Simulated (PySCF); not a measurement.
Compound: C3H5FSi.
Atom-mapped SMILES: `[CH3:1][C:2]#[C:3][SiH2:4][F:5]` (hydrogens: H6, H7, H8 on C1; H9, H10 on Si4)

All values: CAM-B3LYP/def2-SVPD (PySCF, non-relativistic), on one gas-phase PBE0-D3(BJ)/def2-SVP geometry that isn't relaxed in the solvent. The solvent is an IEF-PCM continuum (cavity from Bondi-type radii × 1.2), and excitations are vertical TDDFT with non-equilibrium linear response and a frozen core. Only the electrostatic response of the medium enters.

Gas-phase singlets (H = HOMO, L = LUMO):

```tsv
state	E (eV)	λ (nm)	f	leading configuration
S1	5.602	221	0.000	H→L 86%
S2	6.019	206	0.004	H-1→L 53%
S3	6.198	200	0.000	H-1→L+2 92%
S4	7.386	168	0.004	H→L+1 93%
S5	7.546	164	0.015	H-1→L+1 94%
```

Q: What are the lowest 5 singlets in water (ε = 78.36)?

A: 
```tsv
state	E (eV)	λ (nm)	f	leading configuration	change by rank (eV)
S1	5.604	221	0.000	H→L 85%	+0.002
S2	6.032	206	0.007	H-1→L 53%	+0.013
S3	6.241	199	0.001	H-1→L+1 93%	+0.043
S4	7.435	167	0.008	H→L+2 93%	+0.049
S5	7.612	163	0.040	H-1→L+2 91%	+0.066
```

Q: How do the frontier levels move from gas to water?

A: 
| orbital | gas (eV) | solvent (eV) | change (eV) |
| --- | --- | --- | --- |
| LUMO+2 | 1.17 | 1.26 | +0.09 |
| LUMO+1 | 1.10 | 1.22 | +0.12 |
| LUMO | 0.44 | 0.42 | -0.02 |
| HOMO | -9.30 | -9.28 | +0.02 |
| HOMO-1 | -9.50 | -9.49 | +0.01 |
| HOMO-2 | -11.29 | -11.34 | -0.05 |
| HOMO-3 | -12.07 | -12.15 | -0.08 |

The HOMO–LUMO gap goes from 9.75 to 9.70 eV. Rows go by rank; for LUMO+1 and LUMO+2 the atom shares or the degeneracy differ between the runs, so the row needn't follow one orbital.
